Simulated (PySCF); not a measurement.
**From computed data to an observable: entropy of an ideal gas**

CF₂, SMILES F[C]F (connectivity only; charge and spin as stated), charge +1, multiplicity 2.

Geometry: PBE0-D3(BJ)/def2-TZVP. The isomer is the one that the SMILES or the coordinates give; other isomers of the formula were not compared.

PySCF 2.14.0 with PBE0-D3(BJ)/def2-TZVP gives the harmonic wavenumbers 651, 1395, 1726 cm⁻¹ and the rotational temperatures 8.3643, 0.5526, 0.5184 K. The molar mass is 50.01 g/mol, the symmetry number 2, the spin multiplicity 2.

Work out the entropy at 298.15 K and 1 atm in the rigid-rotor, harmonic-oscillator model.


Translation (Sackur–Tetrode at 1 atm): S = R[1.5 ln M + 2.5 ln T − 1.16487] = 157.5 J/(mol K).
Rotation: q = (√π/σ) T^1.5/√(θA θB θC) = 2950, S = R[ln q + 3/2] = 78.9 J/(mol K).
Vibration: with u = 1.4388 ν/T, each mode gives R[u/(e^u − 1) − ln(1 − e^−u)]:
| ν (cm⁻¹) | modes | u | S (J/(mol K)) |
|---|---|---|---|
| 651 | 1 | 3.14 | 1.55 |
| 1395 | 1 | 6.73 | 0.08 |
| 1726 | 1 | 8.33 | 0.02 |
These are all the modes. Sum 1.6 J/(mol K).
Spin: R ln 2 = 5.8 J/(mol K).
Total 243.8 J/(mol K); the program's own thermochemistry gives 243.8. Translation makes up 65 % and vibration 1 %. Anharmonicity, hindered rotation and orbital degeneracy are left out.
